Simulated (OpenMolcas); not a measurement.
Multiconfigurational calculation on Tc III

Input:

```
&GATEWAY
Coord
1

Tc 0.0 0.0 0.0
Basis=ANO-R2
Group=XYZ
NoMove
AngMom=0.0 0.0 0.0
AMFI
&SEWARD
&RASSCF
FileOrb=start.orb
Symmetry=1
Spin=6
nActEl=5 0 0
Inactive=9 9
Ras2=5 0
CIRoot=1 1 1
SDav=1
CIMx=300
Iter=120 100
PrWF=0.3
OrbListing=Nothing
MaxOrb=0
Atom
>>> COPY $Project.JobIph JOBPRE
&RASSCF
FileOrb=start.orb
Symmetry=1
Spin=6
nActEl=5 0 0
Inactive=9 9
Ras2=10 0
CIRoot=1 1 1
SDav=252
CIMx=300
Iter=120 100
PrWF=0.3
OrbListing=Nothing
MaxOrb=0
Atom
>>> COPY $Project.JobIph JOB001
&RASSCF
FileOrb=start.orb
Symmetry=1
Spin=4
nActEl=5 0 0
Inactive=9 9
Ras2=10 0
CIRoot=24 24 1
SDav=1848
CIMx=300
Iter=120 100
PrWF=0.3
OrbListing=Nothing
MaxOrb=0
Atom
>>> COPY $Project.JobIph JOB002
&RASSCF
FileOrb=start.orb
Symmetry=1
Spin=2
nActEl=5 0 0
Inactive=9 9
Ras2=10 0
CIRoot=70 70 1
SDav=500
CIMx=300
Iter=120 100
PrWF=0.3
OrbListing=Nothing
MaxOrb=0
Atom
>>> COPY $Project.JobIph JOB003
&RASSI
NrOfJobIphs=3 1 24 70
1
1 2 3 4 5 6 7 8 9 10 11 12 13 14 15 16 17 18 19 20 21 22 23 24
1 2 3 4 5 6 7 8 9 10 11 12 13 14 15 16 17 18 19 20 21 22 23 24 25 26 27
28 29 30 31 32 33 34 35 36 37 38 39 40 41 42 43 44 45 46 47 48 49 50 51
52 53 54 55 56 57 58 59 60 61 62 63 64 65 66 67 68 69 70
IphNames
JOB001
JOB002
JOB003
EJob
SpinOrbit
DIPRint=1.0
SOCoupling=1000.0
Subsets=2
MEES
Property=10
'ANGMOM' 1 'ANGMOM' 2 'ANGMOM' 3 'MLTPL  1' 1 'MLTPL  1' 2 'MLTPL  1' 3
'AMFI' 1 'AMFI' 2 'AMFI' 3 'MLTPL  2' 6
SOProperty=3
'ANGMOM' 1 'ANGMOM' 2 'ANGMOM' 3
```

Launched by
```bash
OMP_NUM_THREADS=1 MOLCAS_MEM=1689 MOLCAS_PROJECT=a pymolcas a.inp > a.log  # once for each step of the input, in one work folder
```

A driver script runs the steps one by one and writes start.orb anew before each from the orbitals found so far.

Output, cut to the results:

```
--- SEWARD ---
Basis set label: TC.ANO-R...7S5P4D2F1G.

      Electronic valence basis set:
      ------------------
      Associated Effective Charge  43.000000 au
      Associated Actual Charge     43.000000 au
      Nuclear Model: Finite nucleus - Gaussian distribution
        Gaussian exponent, Xi/bohr**(-2):  2.14585E+08

      Shell  nPrim  nBasis  Cartesian Spherical Contaminant
         s      23       7        X
         p      16       5        X
         d      12       4                 X
         f       6       2                 X
         g       4       1                 X
                  Relativistic X2C integrals
                  Atomic mean-field integrals
--- RASSCF ---
Wave function specifications:
      -----------------------------

      Number of closed shell electrons          36
      Number of electrons in active shells       5
      Max number of holes in RAS1 space          0
      Max nr of electrons in RAS3 space          0
      Number of inactive orbitals               18
      Number of active orbitals                 10
      Number of secondary orbitals              37
      Spin quantum number                      2.5
      State symmetry                             1
Orbital specifications:
      -----------------------

      Symmetry species                           1   2
                                                ag  au
      Frozen orbitals                            0   0
      Inactive orbitals                          9   9
      Active orbitals                           10   0
      RAS1 orbitals                              0   0
      RAS2 orbitals                             10   0
      RAS3 orbitals                              0   0
      Secondary orbitals                        17  20
      Deleted orbitals                           0   0
      Number of basis functions                 36  29
      Number of CSFs                           252
      Number of root(s) required                 1
      Iter CI   SX   CI       RASSCF       Energy    max ROT     max BLB   max BLB  Level Ln srch  Step   QN
          iter iter root      energy       change     param      element    value   shift minimum  type update
 Nr of preliminary CI iterations:   1
      Total energies have been shifted. Add                -4000.00 au
        1   1    6    1  -282.37861863    0.00E+00  -2.76E-01*  10  23 1 -6.38E-03*  0.00   0.00    SX    NO
        2   1    6    1  -282.38196991   -3.35E-03*  8.01E-02    9  22 1 -2.47E-03*  0.00   0.00    SX    NO
        3   1    6    1  -282.38222784   -2.58E-04*  2.31E-02    7  15 2 -1.24E-03*  0.00   0.00    SX    NO
        4   1    5    1  -282.38225487   -2.70E-05*  7.37E-03   14  27 1  5.34E-04*  0.00   0.00    SX    NO
        5   1    5    1  -282.38225852   -3.65E-06*  3.09E-03   10  23 1  2.13E-04*  0.00   1.43    LS   YES
        6   1    5    1  -282.38225906   -5.38E-07*  1.18E-03    8  17 1 -1.95E-04*  0.00   1.28    QN   YES
        7   1    4    1  -282.38225915   -8.77E-08*  9.35E-05    6  13 2 -1.42E-05   0.00   0.98    QN   YES
        8   1    4    1  -282.38225915   -6.07E-10   4.38E-03    7  12 2 -3.99E-05   0.00   1.27    QN   YES
      Convergence after  8 iterations
        9   1    4    1  -282.38225856    5.82E-07*  4.38E-03    6  13 2  7.19E-04*  0.00   1.27    QN   YES
      Natural orbitals and occupation numbers for root  1
      sym 1:   0.998296   0.998296   0.998296   0.998296   0.998296   0.001704   0.001704   0.001704   0.001704   0.001704
::    RASSCF root number  1 Total energy:  -4282.38225856
--- RASSCF ---
Wave function specifications:
      -----------------------------

      Number of closed shell electrons          36
      Number of electrons in active shells       5
      Max number of holes in RAS1 space          0
      Max nr of electrons in RAS3 space          0
      Number of inactive orbitals               18
      Number of active orbitals                 10
      Number of secondary orbitals              37
      Spin quantum number                      1.5
      State symmetry                             1
Orbital specifications:
      -----------------------

      Symmetry species                           1   2
                                                ag  au
      Frozen orbitals                            0   0
      Inactive orbitals                          9   9
      Active orbitals                           10   0
...
--- RASSI ---
SPIN-FREE ENERGIES:
  (Shifted by EMIN (a.u.) =      -4282.3822585645)

 SF State       Relative EMIN(au)   Rel lowest level(eV)    D:o, cm**(-1)      L_eff

     1             0.0000000000        0.0000000000              0.0000         0.0
     2             0.1090206110        2.9666019544          23927.2584         4.0
     3             0.1090206110        2.9666019544          23927.2584         4.0
     4             0.1090206110        2.9666019544          23927.2584         4.0
     5             0.1090206110        2.9666019544          23927.2584         4.0
     6             0.1090206110        2.9666019544          23927.2584         4.0
     7             0.1090206110        2.9666019544          23927.2584         4.0
     8             0.1090206110        2.9666019544          23927.2584         4.0
     9             0.1090206110        2.9666019544          23927.2584         4.0
    10             0.1090206110        2.9666019544          23927.2584         4.0
    11             0.1262748943        3.4361149215          27714.1359         1.0
    12             0.1262748943        3.4361149215          27714.1359         1.0
    13             0.1262748943        3.4361149215          27714.1359         1.0
    14             0.1343882713        3.6568911561          29494.8163         2.0
    15             0.1343882713        3.6568911561          29494.8163         2.0
    16             0.1343882713        3.6568911561          29494.8163         2.0
    17             0.1343882713        3.6568911561          29494.8163         2.0
    18             0.1343882713        3.6568911561          29494.8163         2.0
    26             0.1560655071        4.2467587928          34252.4196         6.0
    27             0.1560655071        4.2467587928          34252.4196         6.0
    28             0.1560655071        4.2467587928          34252.4196         6.0
...
```

Levels above the lowest, from the spin-orbit matrix, grouped by J:

```
Configuration   Term     J  E (cm-1)  Term weight %    Second
          4d5     6S   5/2       0.0            100          
          4d5     4G   5/2     23731             98          
          4d5     4G   7/2     23877             99          
          4d5     4G  11/2     23969             99          
          4d5     4G   9/2     23978            100          
          4d5     4P   5/2     26912             75     22 4D
          4d5     4P   3/2     27179             79     20 4D
          4d5     4P   1/2     27538             90      9 4D
          4d5     4D   7/2     29453             98          
          4d5     4D   1/2     29787             91      9 4P
          4d5     4D   3/2     30077             79     21 4P
          4d5     4D   5/2     30120             76     21 4P
          4d5     2I  11/2     34070             96      3 2H
          4d5     2I  13/2     34399            100          
          4d5  2D(1)   5/2     37449             54  38 2F(1)
          4d5  2D(1)   3/2     38306             63     37 4F
          4d5     4F   7/2     39276             59  33 2F(1)
          4d5     4F   9/2     39382             87  11 2G(1)
          4d5     4F   5/2     39628             88   9 2F(1)
          4d5  2F(1)   7/2     40049             62     35 4F
          4d5     4F   3/2     40438             63  37 2D(1)
          4d5     2H   9/2     41549             76  17 2G(1)
          4d5  2F(1)   5/2     41887             50  43 2D(1)
          4d5     2H  11/2     42513             96      4 2I
```

Without dynamic correlation excited terms often stand tens of per cent too high (terms of higher spin than the ground term too low), and those without a measured partner can miss by more than the paired ones. Active for correlation alone: 5d; no level in the range computed is led by a configuration that fills it, so any true level of that kind is missing. Only configurations of the active space appear. The first state left out of the spin-orbit step lies near 81000 cm-1 above the lowest spin-free state of the reference (among the parities and spins computed), and the list stops at four fifths of that energy or lower. The table shows the lowest 24 of 33 levels.

The term weight is that of the spin-free term in the level, not the purity of its configuration. A number in round brackets counts repeated terms of one configuration in the order of the reference energies.
